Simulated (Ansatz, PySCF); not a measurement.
System: C$_{3}$HO$_{2}$ (charge +1, singlet). It need not be the lowest isomer of its formula. 
Structure (B3LYP-D3(BJ)/def2-TZVP (Ansatz, a first-principles code) minimum search):
SMILES: [OH+]=C=C=C=O
```xyz
6

O     -2.2950    -0.3845     0.5204
C     -1.1192    -0.1344     0.2236
C      0.0692     0.0105    -0.0150
C      1.3476     0.1745    -0.2764
O      2.4456     0.3150    -0.5007
H     -2.9903     0.2526     0.2495
```
Charge +1, spin multiplicity 1.

Total electronic energies in hartree. Valence correlation only, unless marked. Spin-orbit coupling is left out. No relativistic terms. CBS(X,Y): correlation extrapolated as X^-3; Hartree-Fock from the larger set. The bracket is a focal-point correction in the basis named.

| level | program | energy (Eh) |
|---|---|---|
| HF/STO-3G | Ansatz | -260.12453 |
| HF/cc-pVTZ | Ansatz | -263.63765 |
| HF/cc-pwCVTZ | Ansatz | -263.63985 |
| HF-D3(BJ)/def2-TZVPD | PySCF + dftd3 | -263.67926 |
| HF-D4/def2-TZVPD | PySCF + dftd4 | -263.65909 |
| PBE-D3(BJ)/def2-TZVPD | Ansatz + dftd3 | -264.80887 |
| BLYP/def2-TZVPD | Ansatz | -265.05699 |
| B97M-V/def2-TZVPD | Ansatz | -265.05205 |
| PBE0/STO-3G | Ansatz | -261.23430 |
| PBE0-D3(BJ)/def2-TZVP | Ansatz + dftd3 | -264.79042 |
| PBE0-D3(BJ)/def2-TZVPD | Ansatz + dftd3 | -264.79133 |
| r2SCANh-D4/def2-TZVPD | Ansatz + dftd4 | -264.93227 |
| r2SCAN0/def2-TZVPD | Ansatz | -264.90028 |
| LC-wPBE/def2-TZVPD | Ansatz | -264.88842 |
| B2PLYP/def2-TZVPD | Ansatz | -264.90275 |
| RPA@PBE/cc-pVTZ | Ansatz | … |
| MP2/STO-3G | Ansatz | -260.44962 |
| MP2/cc-pVDZ | Ansatz | -264.28901 |
| SCS-MP2/cc-pVDZ | Ansatz | -264.25960 |
| CCSD/STO-3G | Ansatz | -260.46073 |
| CCSD/cc-pVQZ | Ansatz | -264.59011 |
| RI-MP2/CBS(cc-pVTZ,cc-pVQZ)+[CCSD(T)-MP2]/cc-pVQZ | Ansatz | -264.6870 |
| CCSD(T)/CBS(cc-pVTZ,cc-pVQZ) | Ansatz | -264.6839 |

What belongs in the gaps?


- RPA@PBE/cc-pVTZ, energy (Eh): -264.92461
